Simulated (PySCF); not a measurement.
A geometry optimisation on `[SiH2](OC)[SeH]`.

Method: PBE0-D3(BJ)/def2-SVP geometry optimisation, gas phase (PySCF 2.14.0). Start geometry: GFN2-xTB. The command runs a driver script over a list of jobs; the input below is this job's line of settings and its coordinates in Å.

Command:
```bash
OMP_NUM_THREADS=1 python probes_run.py task.json out
```

Input:
```
{"job": {"xc": "PBE0", "basis": "def2-SVP", "d3": "d3bj", "grid": 1, "shake": 0.01, "kind": "geom"}, "charge": 0, "multiplicity": 1}
C     -1.463720    -0.610260    -0.156310
O     -0.100700    -0.463450    -0.143160
Si     0.734600     0.863610     0.216510
Se     2.893460     0.070820    -0.000070
H     -1.934860     0.145550    -0.840080
H     -1.900990    -0.440180     0.837920
H     -1.715250    -1.589190    -0.513510
H      0.538860     1.957520    -0.728400
H      0.519750     1.320090     1.614850
H      2.479280    -1.275430    -0.308810
```

Output:
```
step   0  E = -2807.01837060  max force = 0.036804
step   1  E = -2807.02415672  max force = 0.006481
step   2  E = -2807.02467065  max force = 0.001571
step   3  E = -2807.02470469  max force = 0.001027
step   4  E = -2807.02473155  max force = 0.000658
step   5  E = -2807.02479981  max force = 0.001580
step   6  E = -2807.02490673  max force = 0.003867
step   7  E = -2807.02502821  max force = 0.008984
step   8  E = -2807.02537914  max force = 0.007793
step   9  E = -2807.02648901  max force = 0.006184
step  10  E = -2807.02698224  max force = 0.001840
step  11  E = -2807.02726524  max force = 0.001599
step  12  E = -2807.02734272  max force = 0.000771
step  13  E = -2807.02737605  max force = 0.000447
step  14  E = -2807.02740261  max force = 0.001117
step  15  E = -2807.02740152  max force = 0.000965
step  16  E = -2807.02740648  max force = 0.000280
optimisation converged
```

Energies in Eh; «max force» is the largest Cartesian gradient component in Eh/bohr.

Q: Give the first gradient maximum in eV/Å.

A: With 1 Eh/bohr = 51.422 eV/Å, 1.893 eV/Å.

Summary of the converged run: final energy -2807.02741 Eh after 16 steps; dipole 1.97 D.

Q: Where do the atoms end?

A: 0.422 Å rms from the input after alignment:
```
atom  x, y, z in Å
C1    -1.6094   -0.3607   -0.3845
O2    -0.2208   -0.4247   -0.5630
Si3    0.8651    0.6212    0.1333
Se4    2.9616   -0.2192   -0.0430
H5    -2.0562    0.4919   -0.9276
H6    -1.8897   -0.2711    0.6819
H7    -2.0587   -1.2853   -0.7772
H8     0.9190    1.9356   -0.5722
H9     0.4785    0.8225    1.5640
H10    2.6636   -1.3373    0.8655
```

Q: Estimate the wall time. Hardware: Arm Neoverse V2, one thread, no GPU, shared host. And the peak memory of the process?

A: About 59 s, with 0.45 GiB resident at the peak, the Python interpreter and its libraries included.
Labels such as C1 count atoms from 1, the log's own numbers from 0.
